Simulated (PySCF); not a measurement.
The multiplicity is imposed and other spin states were not computed.

## [Zn(OH)(Cl)] (charge 0, multiplicity 1)

Level of theory: TPSSh-D3(BJ)/def2-TZVP // PBE-D3(BJ)/def2-SVP (PySCF).

```json
{
  "HOMO": "-7.74 eV",
  "dipole_moment": "1.76 D",
  "LUMO": "-1.85 eV",
  "HOMO–LUMO gap": "5.89 eV",
  "charge on the central atom (Mulliken)": "0.62 e",
  "charge on the central atom (meta-Löwdin)": "1.26 e",
  "total_energy": "-2315.5472 Ha",
  "cost": "about 80 core-seconds (a rough figure)"
}
```

```xyz
4

Zn    -0.0065    -0.0163     0.0621
O     -0.5739    -1.6788    -0.2225
H     -1.1363    -1.9944     0.5094
Cl     0.7510     1.9405     0.2416
```
Charge 0, spin multiplicity 1.
